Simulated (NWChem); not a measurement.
System: CCl2, singlet; SMILES Cl[C]Cl

Computed with NWChem. Medium grid unless said otherwise, to which SCAN and Minnesota functionals are sensitive. Low-valent species are run as closed-shell singlets; no triplet was tried in these runs. Coordinates come from a PBE0-D3(BJ)/def2-TZVP optimisation. Total energies of different functionals are on different scales.

```csv
level,energy (Ha),highest occupied level (eV),orbital gap (eV),dipole (D)
B3LYP/def2-SVP,-958.0956,-6.92,3.67,1.49
PBE/def2-SVP,-957.6512,-5.77,1.70,1.56
PW91/def2-SVP,-958.0336,-5.81,1.71,1.55
r2SCAN/def2-SVP,-957.9894,-6.21,2.14,1.46
M06/def2-SVP,-958.0159,-7.18,4.20,1.43
HCTH/407/def2-SVP,-958.1955,-6.03,1.80,1.47
B3PW91/def2-SVP,-957.9743,-7.05,3.65,1.46
KT2/def2-SVP,-965.5555,-5.98,1.99,1.39
M05-2X/def2-SVP,-958.0418,-8.63,6.65,1.44
M06-2X/def2-SVP,-958.0234,-8.56,6.38,1.37
```
